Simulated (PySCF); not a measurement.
# Working out the ionisation energy of P²⁺

P²⁺ [Ne] 3s2 3p1 (2P) → P³⁺ [Ne] 3s2 (1S). All numbers are calculated (PySCF 2.14, the non-relativistic Hamiltonian (point nucleus), in aug-cc-pwCVTZ (8s7p5d3f, 75 functions)). Frozen: [Ne]. Energies in hartree (1 hartree = 27.21139 eV):

```tsv
part	P²⁺ (lower)	P³⁺ (upper)
UHF	-339.648249	-338.561065
CCSD correlation	-0.065756	-0.049967
(T)	-0.001091	0.000000
```

Question: What does Hartree-Fock give?

Answer: (-338.561065) − (-339.648249) = 1.087184 hartree = 29.584 eV.

Question: What do CCSD and CCSD(T) give?

Answer: The CCSD correlation energies differ by 0.015789 hartree = 0.430 eV and the triples by 0.001091 hartree = 0.030 eV, so CCSD gives 30.014 eV and CCSD(T) 30.044 eV.

A first-order spin-orbit estimate adds 0.041 eV to CCSD(T) (valence), giving 30.085 eV against 30.203 eV (measured; NIST Atomic Spectra Database, ionization energies).

What remains against the reference includes basis incompleteness, the frozen core and higher excitations.
